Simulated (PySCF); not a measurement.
GaCl₂, SMILES [Cl][Ga+][Cl], charge +1. Coordinates come from a PBE0-D3(BJ)/def2-TZVP optimisation. The spin state was assumed, not searched. The isomer is the one that the SMILES or the coordinates give; other isomers of the formula were not compared.

TDDFT-B3LYP/def2-SVPD in PySCF puts the lowest singlet excitations at 4.96, 4.96, 5.54, 5.54, 6.62, 6.69 eV.

What are the lowest excitation roots from PySCF with ADC(2)/aug-cc-pVDZ? (An estimate is asked for; the answer gives what the named calculation found.)

5.90, 5.90, 6.57, 6.57, 7.38, 7.45 eV. S1 differs by 0.94 eV (second minus first; roots are paired by order, and the bases may differ).
